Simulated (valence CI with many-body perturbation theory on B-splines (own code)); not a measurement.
**Level structure of Tc10+**

Method: valence CI with perturbative core correlation (CI+MBPT): five valence electrons over a frozen Dirac-Fock core [Ar] 3d10, a basis of 9 s, 9 p, 8 d, 6 f, 3 g, 1 h functions for each j, with the one-electron correlation potential Σ1, the two-electron term Σ2, the three-electron term Σ3, Breit, model QED; selected CI, second order for the rest, scaled by the run's own slope (own B-spline code, finite nucleus).

No measured levels were compared; by estimate levels hold to about 250 cm⁻¹ or 0.2 % of their energy and the worst to 1 %, as in measured heavy ions of charge 2 to 7; those with d or f electrons hold less well. Among the levels kept, up to 1400 cm⁻¹ of a level comes from second order outside the variational space, and about a tenth of that is noise between levels of different J, which matters for small intervals.

Levels 1 to 32 of 32, with energies above the lowest level, 4s2.4p3 4S°_3/2. "Leading %" is the weight of the configuration and term that name the level; weights of strongly mixed levels are sums over their largest components and can fall short, so below about 35 % the name and the second component can differ from the true leading terms, or belong to a minority configuration. In the jj column 3d3/2^4 stands for four electrons in 3d with j = 3/2. Lifetimes count E1, E2, E3, M1 and M2 decay at the calculated energies, and are blank where another channel may lead or the interval is too uncertain; long ones can be off by a factor of two.

```
No.  Configuration  Term    J  E (cm⁻¹)  Leading %                     Leading jj  Lifetime
  1        4s2.4p3   4S°  3/2         0         78      4s^2 4p1/2^2 4p3/2 (64 %)          
  2        4s2.4p3   2D°  3/2     29430         70      4s^2 4p1/2 4p3/2^2 (69 %)   3.70 ms
  3        4s2.4p3   2D°  5/2     39605         97      4s^2 4p1/2 4p3/2^2 (97 %)   23.5 ms
  4        4s2.4p3   2P°  1/2     60630         97      4s^2 4p1/2 4p3/2^2 (97 %)   1.47 ms
  5        4s2.4p3   2P°  3/2     79595         69            4s^2 4p3/2^3 (90 %)    594 μs
  6         4s.4p4    4P  5/2    243870         87      4s 4p1/2^2 4p3/2^2 (79 %)    401 ps
  7         4s.4p4    4P  3/2    261630         88        4s 4p1/2 4p3/2^3 (68 %)    311 ps
  8         4s.4p4    4P  1/2    266610         84      4s 4p1/2^2 4p3/2^2 (42 %)    280 ps
  9         4s.4p4    2D  3/2    300160         75        4s 4p1/2 4p3/2^3 (48 %)    140 ps
 10         4s.4p4    2D  5/2    306410         80        4s 4p1/2 4p3/2^3 (74 %)    185 ps
 11         4s.4p4    2S  1/2    340630         52      4s 4p1/2^2 4p3/2^2 (44 %)   57.5 ps
 12         4s.4p4    2P  3/2    345510         61        4s 4p1/2 4p3/2^3 (51 %)   49.3 ps
 13         4s.4p4    2P  1/2    372880         40              4s 4p3/2^4 (50 %)   61.9 ps
 14     4s2.4p2.4d    4F  3/2    381660         80      4s^2 4p1/2^2 4d3/2 (64 %)    393 ps
 15     4s2.4p2.4d    4F  5/2    389240         70      4s^2 4p1/2^2 4d5/2 (48 %)    479 ps
 16     4s2.4p2.4d    2F  5/2    400810         68  4s^2 4p1/2 4p3/2 4d3/2 (78 %)   1.14 ns
 17     4s2.4p2.4d    4F  7/2    401550         82  4s^2 4p1/2 4p3/2 4d5/2 (74 %)   5.97 ns
 18     4s2.4p2.4d    4D  1/2    406080         91  4s^2 4p1/2 4p3/2 4d3/2 (81 %)    208 ps
 19     4s2.4p2.4d    4D  3/2    407700         77  4s^2 4p1/2 4p3/2 4d3/2 (61 %)    141 ps
 20     4s2.4p2.4d    2F  7/2    408070         50  4s^2 4p1/2 4p3/2 4d5/2 (46 %)   5.82 ns
 21     4s2.4p2.4d    4F  9/2    412280         83  4s^2 4p1/2 4p3/2 4d5/2 (70 %)          
 22     4s2.4p2.4d    4D  5/2    417240         56  4s^2 4p1/2 4p3/2 4d5/2 (61 %)    190 ps
 23     4s2.4p2.4d    4D  7/2    434390         41      4s^2 4p3/2^2 4d5/2 (62 %)   1.15 ns
 24     4s2.4p2.4d    2P  3/2    434460         60  4s^2 4p1/2 4p3/2 4d5/2 (55 %)   14.3 ps
 25     4s2.4p2.4d    2G  7/2    445960         70      4s^2 4p3/2^2 4d5/2 (35 %)    374 ps
 26     4s2.4p2.4d    4P  5/2    452650         75  4s^2 4p1/2 4p3/2 4d5/2 (49 %)   7.57 ps
 27     4s2.4p2.4d    2G  9/2    452880         82      4s^2 4p3/2^2 4d5/2 (70 %)   1.39 ms
 28     4s2.4p2.4d    2P  1/2    455010         50  4s^2 4p1/2 4p3/2 4d3/2 (41 %)   11.4 ps
 29     4s2.4p2.4d    4P  3/2    456670         56  4s^2 4p1/2 4p3/2 4d3/2 (41 %)   8.91 ps
 30     4s2.4p2.4d    4P  1/2    464150         58      4s^2 4p3/2^2 4d3/2 (48 %)   7.75 ps
 31     4s2.4p2.4d    2D  3/2    465190         65  4s^2 4p1/2 4p3/2 4d5/2 (38 %)   22.6 ps
 32     4s2.4p2.4d    2D  5/2    478310         80  4s^2 4p1/2 4p3/2 4d5/2 (32 %)   9.35 ps
```

Names give the largest LS component (configuration and term), which can be under half, so a name can repeat, a term be missing and a line seem to break the LS rules; names also repeat where a configuration has a term twice.

The ionisation energy to 4s2.4p2 3P_0 of the next ion comes out as 215.01 eV (NIST: 214 ± 2.4 eV (theoretical)). All 32 levels together are meant to be complete up to 483740 cm⁻¹.
